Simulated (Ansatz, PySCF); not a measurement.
In(Cl)2(OMe) (CH3Cl2InO), SMILES C[O][In]([Cl])[Cl]. Atoms are numbered in the order given.

```xyz
8

In    -0.0256    -0.1006     0.0917
Cl    -0.1974    -1.0710     2.1962
Cl     0.6002     2.1413    -0.1608
O     -0.4552    -1.1428    -1.5402
C     -0.2852    -0.5944    -2.8327
H      0.5942    -1.0417    -3.3321
H     -1.1771    -0.8296    -3.4403
H     -0.1541     0.5042    -2.8413
```

Geometry optimised at r2SCAN-D4/def2-SVP. The structure was generated by enumeration; whether it is a known compound was not checked. The def2 effective core potentials stand for the cores of In; spin–orbit coupling is left out. Other conformers were not sampled.

Two levels are set side by side: PBE-D3(BJ)/def2-SVP (Ansatz, a quantum-chemistry and plane-wave program) and r2SCAN-D4/def2-SVP (Ansatz). Each level has its own optimised geometry; the coordinates shown are those of the second. Frequencies come from the Hessian of PySCF at each geometry. Differences are taken from unrounded values.

| quantity | r2SCAN-D4 | PBE-D3(BJ) | PBE-D3(BJ) minus r2SCAN-D4 |
|---|---|---|---|
| mean bond length (Å) | 1.626 | 1.639 | 0.013 |
| bond In1–Cl2 (Å) | 2.324 | 2.341 | 0.017 |
| bond In1–Cl3 (Å) | 2.341 | 2.360 | 0.018 |
| bond In1–O4 (Å) | 1.983 | 2.009 | 0.025 |
| bond O4–C5 (Å) | 1.414 | 1.420 | 0.006 |
| bond C5–H6 (Å) | 1.106 | 1.114 | 0.009 |
| bond C5–H7 (Å) | 1.105 | 1.113 | 0.009 |
| bond C5–H8 (Å) | 1.106 | 1.114 | 0.008 |
| highest harmonic wavenumber (cm⁻¹) | 3082 | 3001 | -81 |
| mean harmonic wavenumber (cm⁻¹) | 1048 | 1018 | -31 |
| zero-point energy (kcal/mol) | 26.98 | 26.19 | -0.79 |
